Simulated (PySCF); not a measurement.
## Relaxation of singlet CdH2

These are results of PBE0/[Cd x2c-TZVPall, H x2c-TZVPall], spin-free X2C, density fitting, no spin–orbit coupling, PySCF, not measurements. A (50,194) grid was used.

A hand-made bent start, of C2v symmetry, held to at least that symmetry:

```xyz
3
charge 0 multiplicity 1, angstrom
Cd    0.0000    0.0000   -0.0168
H     1.3762    0.0000    0.9468
H    -1.3762    0.0000    0.9468
```

What forces act on the atoms at the start (eV/Å)?


| atom | Fx | Fy | Fz |
| --- | --- | --- | --- |
| Cd1 | 0.00 | 0.00 | 1.07 |
| H2 | 1.27 | 0.00 | -0.52 |
| H3 | -1.27 | 0.00 | -0.52 |

What does it relax to?

It ends at D∞h with Cd–H 1.678 Å (×2); H–Cd–H 180.0°. A frequency run shows a minimum. Other isomers or separated fragments may lie lower.

How much energy is released, and in how many steps?

126.8 kJ/mol in 7 steps.

The relaxation took of the order of 28 core-seconds on a shared host.
